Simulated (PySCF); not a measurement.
Coordinates in bohr (charge -1 multiplicity 4):
```
W     0.0000    0.3609    0.0000
S     0.0000   -1.0378    3.9269
S     0.0000   -1.0378   -3.9269
```

Level of theory: UPBE0/[W def2-SVPD with ECP60, S def2-SVPD], scalar-relativistic core potentials, density fitting, no spin–orbit coupling, PySCF.

This geometry of WS₂⁻ is a stationary point at this level.

Task: What is the point group?

Result: C2v.

Task: Is it a minimum?

Result: Yes: all harmonic wavenumbers are real.

Task: Which band is strongest in the infrared?

Result: 466 cm⁻¹ (b2), 235 km/mol.

Task: Give the ideal-gas entropy at 298.15 K and 1 bar by parts.

Result: translation 177.6, rotation 103.4, vibration 22.0, spin 11.5; total 314.5 J/(mol K).

Other isomers or separated fragments may lie lower. With open d or f shells other occupations or spin states may lie lower. The lowest empty level of this anion is unbound, so it and the gap depend on the basis. No spin–orbit coupling is included, which matters more the heavier the element.
